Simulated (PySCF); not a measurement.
Delta-SCF ions had no search for a lower state. Excitations are Tamm–Dancoff values on a coarser integration grid. The basis has no diffuse functions, so Rydberg states are missing or too high.

Cartesian coordinates (Å):
```xyz
9

S     -0.7125     2.0309    -0.7337
C     -1.0167     0.5853    -0.0934
C     -0.5208    -0.6974    -0.6322
S      0.8206    -1.2782     0.4741
S      2.3556    -0.0240     0.0463
H     -1.5626     0.5021     0.8491
H     -1.2725    -1.4899    -0.5603
H     -0.1463    -0.6125    -1.6507
H      2.0621     0.9782     0.8995
```
Charge 0, spin multiplicity 1.

**Question.** Estimate the vertical ionisation energy (Delta-SCF), S1–T1 gap (TDA), HOMO–LUMO gap, HOMO, S1 excitation (TDA), T1 excitation (TDA), brightest of the four lowest singlets (TDA) and LUMO that PBE0-D3(BJ)/def2-TZVP (PySCF) returns for this input.

**Answer.** 
- vertical ionisation energy (Delta-SCF) = 8.58 eV
- S1–T1 gap (TDA) = 0.56 eV
- HOMO–LUMO gap = 4.18 eV
- HOMO = -6.59 eV
- S1 excitation (TDA) = 2.44 eV
- T1 excitation (TDA) = 1.88 eV
- brightest of the four lowest singlets (TDA) = 4.49 eV
- LUMO = -2.41 eV
